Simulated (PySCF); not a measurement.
Ti²⁺: excitation energy

Ti²⁺ [Ar] 3d2 (3F) → Ti²⁺ [Ar] 3d1 4p1 (high-spin determinant), as a difference of total energies. All numbers are calculated (PySCF 2.14, scalar relativity by spin-free X2C-1e, in x2c-TZVPPall (6s5p4d2f1g, 64 functions)). Correlated levels: valence: [Ar] frozen. The calculations carry no spin-orbit coupling.

| method | excitation energy (eV) |
| --- | --- |
| UHF | 9.183 |
| MP2 (valence) | 9.246 |
| SCS-MP2 (valence) | 9.204 |
| CCSD (valence) | 9.257 |

Question: How much does correlation contribute at MP2 (valence)?

Answer: 9.246 − (9.183) = 0.063 eV, measured against UHF.

A first-order spin-orbit estimate (lowest level to lowest level, LS coupling) adds -0.018 eV.

The basis was made for the ground configuration and has no added diffuse functions, so the excitation energy can come out too high.

With two correlated electrons CCSD is exact in that space.

The determinant of the upper state mixes LS terms, which raises its energy above the lowest term, most at the Hartree-Fock and MP2 levels.
